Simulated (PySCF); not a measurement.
## Shapes and spin states of OI2

Computed with PBE0/[O def2-SVP, I def2-SVP with ECP28], scalar-relativistic core potentials, density fitting, no spin–orbit coupling, PySCF.

Relaxations began from a few typed shapes and spin states; open shells are unrestricted. The search is not exhaustive: other isomers or separated fragments can lie lower, and high-lying points may rest on an excited occupation.

```csv
spin,group,bonds,angles,imaginary modes (cm⁻¹),ΔE (kJ/mol),ΔE with ZPE (kJ/mol)
singlet,C2v,O–I 2.023 Å (×2),I–O–I 118.0°,none,0.0,0.0
triplet,Cs,"O–I 1.996 Å, O–I 2.255 Å",I–O–I 130.6°,none,86.8,83.9
triplet,C2v,O–I 2.103 Å (×2),I–O–I 134.7°,207i,87.8,–
triplet,D∞h,O–I 2.090 Å (×2),I–O–I 180.0°,"241i, 127i",116.1,–
singlet,D∞h,O–I 1.936 Å (×2),I–O–I 180.0°,"386i, 386i",124.5,–
```

The lowest minimum found is the singlet C2v: O–I 2.023 Å (×2); I–O–I 118.0°.

Counting electrons, oxygen keeps 4 of its valence electrons outside its bonds, so the VSEPR class is AX2E2 and the expected shape is bent (C2v), as computed.

The electron or spin density has lower symmetry than the nuclear frame for the triplet D∞h at 116.1 kJ/mol.
